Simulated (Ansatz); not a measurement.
Program: Ansatz. Geometries: PBE0-D4/def2-TZVP. ΔE: electronic, gas phase. CCSD(T)/CBS is the MP2 limit (def2-TZVPP, def2-QZVPP) plus CCSD(T) − MP2 in def2-TZVPP, frozen cores. Functionals use def2-TZVPP. B3LYP here is the variant with VWN-RPA as its local correlation; programs differ in this. One conformer a species, not always the lowest.

`F[SiH]([SiH3])[CH2][AlH2]` + `CSC(C)C` → `CS[SiH](F)[SiH3]` + `CC(C)[CH2][AlH2]`  (formal exchange of groups at the Si–C bond)

```
             level  ΔE (kJ/mol)
           PBE0-D4        -25.0
          B3LYP-D4        -32.2
            B2PLYP        -34.9
             B3LYP        -38.5
    MP2/def2-QZVPP        -28.3
SCS-MP2/def2-QZVPP        -32.6
      HF/CBS(def2)        -50.8
    CCSD/CBS(def2)        -32.0
```

Task: What does CCSD(T)/CBS give? (Best estimate.)

Result: Ansatz gave: -28.4 kJ/mol. The listed levels differ from it by 3.4, -3.8, -6.5, -10.1, 0.1, -4.2, -22.4, -3.6 kJ/mol.

Largest T1 diagnostic among the species: 0.012.

In def2-TZVPP, CCSD(T) changes the Hartree–Fock value by +22.6 kJ/mol (the triples alone add +3.6 kJ/mol) and MP2 by +22.6 kJ/mol. The D4 term adds +6.2 kJ/mol with B3LYP and +3.3 kJ/mol with PBE0; it sums over pairs of atoms, weighted by their polarisabilities, and B3LYP, whose exchange is more repulsive, gets the larger term.
